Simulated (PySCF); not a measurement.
Ranking problems on computed properties.

All species are isolated and taken at one optimised geometry, non-relativistic unless stated. Electronic properties by PySCF.

The conformers computed, where there is a choice (atom-mapped SMILES and torsion angles):
- `[CH3:1][C:2](=[C:3]=[O:4])[O:5][C@H:6]([CH3:7])[F:8]`: C1–C2–O5–C6 166°, C2–O5–C6–C7 -175°
- `[CH3:1][CH2:2][Si@@H:3]([S:4][SiH3:5])[CH:6]([CH3:7])[CH3:8]`: C1–C2–Si3–S4 -173°, C2–Si3–S4–Si5 -51°, C2–Si3–C6–C7 -179°
- `[CH2:1]=[CH:2][CH2:3][CH2:4][C+:5]([CH3:6])/[CH:7]=[CH:8]/[F:9]`: C1–C2–C3–C4 114°, C2–C3–C4–C5 -179°, C3–C4–C5–C6 92°, C4–C5–C7–C8 -3°
- `[CH3:1][Si@@:2]([OH:3])([SiH2:4][PH2:5])[C:6]1=[CH:7][CH2:8][CH2:9]1`: C1–Si2–Si4–P5 179°, C1–Si2–C6–C7 129°, H–O3–Si2–C1 -58°, H–P5–Si4–Si2 -43°, H–P5–Si4–Si2 49°
- `[CH2:1]=[CH:2][P:3]([CH2:4][CH3:5])[P:6]([CH3:7])[CH3:8]`: C1–C2–P3–C4 -152°, C2–P3–C4–C5 73°, C2–P3–P6–C7 -174°
- `[SiH3:1][NH:2][CH2:3][CH2:4][N:5]([SiH3:6])[SiH2:7][Cl:8]`: Si1–N2–C3–C4 -82°, N2–C3–C4–N5 173°, C3–C4–N5–Si6 76°, C4–N5–Si7–Cl8 176°
- `[CH3:1][SiH2:2][S:3][Si@H:4]([CH3:5])[SiH2:6][O:7][SiH3:8]`: C1–Si2–S3–Si4 84°, Si2–S3–Si4–C5 73°, S3–Si4–Si6–O7 -172°
- `[CH2:1]=[CH:2][C@@H:3]1[CH2:4][P@@+:5]1([CH2:6][CH3:7])[CH2:8][OH:9]`: C1–C2–C3–C4 -151°, C4–P5–C6–C7 -161°, C4–P5–C8–O9 -90°, H–O9–C8–P5 -177°
- `[CH3:1][CH:2]([CH3:3])[c:4]1[p:5][cH:6][cH:7][p-:8]1`: C1–C2–C4–P5 -61°

The conformers of `C=C[PH+](C=C)CCCO` and `C=C(C[SiH2][SiH2]P)C(C)=O` aren't listed.

(1) Rank by HOMO energy, highest first (PBE0/pcSseg-1 at GFN2-xTB geometries).
A. `[SiH3]NCCN([SiH3])[SiH2]Cl`
B. `CC[Si@@H](S[SiH3])C(C)C`
C. `CC(=C=O)O[C@H](C)F`
D. `C=CCC[C+](C)/C=C/F`
E. `C=C[PH+](C=C)CCCO`
F. `P(C=C)(P(C)C)CC`
G. `P[SiH2][Si@@](C1=CCC1)(C)O`

(2) By how much do the two ends of that ranking differ?

(3) Rank by HOMO–LUMO gap, highest first (PBE0/pcSseg-1 at GFN2-xTB geometries).
A. `C=C(C[SiH2][SiH2]P)C(C)=O`
B. `CC(=C=O)O[C@H](C)F`
C. `[SiH2](S[Si@@H]([SiH2]O[SiH3])C)C`
D. `C=CP(CC)P(C)C`
E. `C=CCC[C+](C)/C=C/F`
F. `CC([Si@@H](CC)S[SiH3])C`
G. `C([PH+](C=C)C=C)CCO`
H. `[C@H]1(C[P@+]1(CO)CC)C=C`

(4) Give the two extremes of that set in kcal/mol.

(5) Rank by dipole moment, highest first (PBE0/pcSseg-1 at GFN2-xTB geometries).
A. `C[Si@@](O)([SiH2]P)C1=CCC1`
B. `CC(=C=O)O[C@H](C)F`
C. `C=CP(CC)P(C)C`
D. `C[SiH2]S[Si@H](C)[SiH2]O[SiH3]`
E. `CC[Si@@H](S[SiH3])C(C)C`

(6) Give the two extremes of that set in atomic units.

(7) Rank by smallest rotational constant, highest first (GFN2-xTB).
A. `C(C)(C)[Si@H](S[SiH3])CC`
B. `CC(C)c1pcc[p-]1`
C. `C[Si@@](O)([SiH2]P)C1=CCC1`
D. `C=CP(CC)P(C)C`

(8) Give the two extremes of that set in cm⁻¹.

## Answers

(1) F (-6.07 eV), C (-6.22 eV), A (-6.66 eV), G (-6.92 eV), B (-7.04 eV), D (-11.30 eV), E (-12.00 eV).

(2) By 5.93 eV, between `C=CP(CC)P(C)C` and `C=C[PH+](C=C)CCCO`.

(3) F (7.19 eV), G (6.59 eV), H (6.36 eV), C (6.16 eV), D (5.64 eV), A (4.90 eV), B (4.79 eV), E (2.94 eV).

(4) `C=CCC[C+](C)/C=C/F`: 68 kcal/mol; `CC[Si@@H](S[SiH3])C(C)C`: 166 kcal/mol.

(5) A (3.31 D), B (2.63 D), D (2.23 D), E (1.84 D), C (0.09 D).

(6) `C=CP(CC)P(C)C`: 0.04 au; `C[Si@@](O)([SiH2]P)C1=CCC1`: 1.30 au.

(7) B (0.939 GHz), D (0.755 GHz), A (0.577 GHz), C (0.524 GHz).

(8) `C[Si@@](O)([SiH2]P)C1=CCC1`: 0.0175 cm⁻¹; `CC(C)c1pcc[p-]1`: 0.0313 cm⁻¹.
